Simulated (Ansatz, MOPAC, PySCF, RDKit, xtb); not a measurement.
Noncovalent pair: HF (SMILES F) (first 2 atoms) with C2H4 (SMILES C=C); geometry from B3LYP-D3(BJ)/def2-TZVP, rigid monomers moved along the line of their centres of mass till H2···C4 is 3.09 Å.
(charge 0, multiplicity 1):
```json
[
 {"atom": "F", "x (Å)": "-0.0440", "y (Å)": "0.3998", "z (Å)": "-0.2698"},
 {"atom": "H", "x (Å)": "-0.0182", "y (Å)": "0.2834", "z (Å)": "0.6584"},
 {"atom": "C", "x (Å)": "0.4313", "y (Å)": "-0.6409", "z (Å)": "3.5717"},
 {"atom": "C", "x (Å)": "-0.3019", "y (Å)": "0.4559", "z (Å)": "3.7295"},
 {"atom": "H", "x (Å)": "-0.0232", "y (Å)": "-1.6186", "z (Å)": "3.4661"},
 {"atom": "H", "x (Å)": "1.5138", "y (Å)": "-0.6035", "z (Å)": "3.5515"},
 {"atom": "H", "x (Å)": "0.1529", "y (Å)": "1.4324", "z (Å)": "3.8444"},
 {"atom": "H", "x (Å)": "-1.3841", "y (Å)": "0.4172", "z (Å)": "3.7591"}
]
```

```tsv
level	interaction energy (meV)	minus MP2/CBS(aug-cc-pVDZ, aug-cc-pVTZ) + ΔCCSD(T)/aug-cc-pVDZ	cost
UFF	-15.8	87.0	-
GFN-FF	-70.1	32.7	-
AM1	-18.3	84.5	-
PM6	-31.4	71.4	-
PM7	-43.0	59.8	-
GFN1-xTB	-39.3	63.5	-
HF/6-31G* (no counterpoise)	-125.5	-22.7	-
HF/aug-cc-pVDZ	-98.0	4.8	-
PBE/def2-TZVPPD	-105.7	-2.9	×1
B3LYP-D4/def2-TZVPPD	-107.2	-4.4	×2
PBE0-D4/def2-TZVPPD	-115.5	-12.7	×1
M06-2X/6-31G* (no counterpoise)	-126.3	-23.5	-
wB97X-V/def2-TZVPPD	-110.2	-7.4	×3
wB97M-V/def2-TZVPPD	-108.9	-6.1	×4
MP2/6-31G*	-97.6	5.2	-
MP2/aug-cc-pVDZ	-101.9	0.9	-
MP2/CBS(aug-cc-pVDZ, aug-cc-pVTZ)	-106.8	-4.0	-
SCS-MP2/aug-cc-pVTZ	-97.5	5.3	-
CCSD/aug-cc-pVDZ	-95.9	6.9	-
MP2/CBS(aug-cc-pVDZ, aug-cc-pVTZ) + ΔCCSD(T)/aug-cc-pVDZ	-102.8	0.0	×10
```

 The comparison column counts from a level with limits of its own.

The rows run from -126.3 (M06-2X/6-31G* (no counterpoise)) to -15.8 meV (UFF). The 3 functionals in def2-TZVPPD without D3 or D4 span 4.5, from wB97X-V to PBE.

Interaction energies are E(AB) − E(A) − E(B) at the monomers' geometry in the complex; basis-set methods are counterpoise corrected. Rows marked so take none. RDKit's UFF carries no charges.

Cores are frozen in the correlated methods. CBS: X⁻³ extrapolation of the correlation energy, Hartree–Fock from the larger set. Rows in 6-31G* carry no dispersion term and start afresh at each structure (6-31G* with six Cartesian d functions). MP2/6-31G* freezes PySCF's default core. The state reached by AM1, PM6, PM7 isn't checked; PM7 holds dispersion and hydrogen-bond terms.

Run with Ansatz (Gaussian orbitals); MOPAC for AM1, PM6, PM7 (differences of heats of formation); PySCF for 6-31G* rows, the dispersion terms; RDKit for the force fields; xtb for the GFN methods. 

Costs are rough ratios of core time to PBE/def2-TZVPPD (about 2.9 s over the structures, on one shared machine); a dash marks a level with no comparable run of its own.

Ansatz is an electronic-structure program.
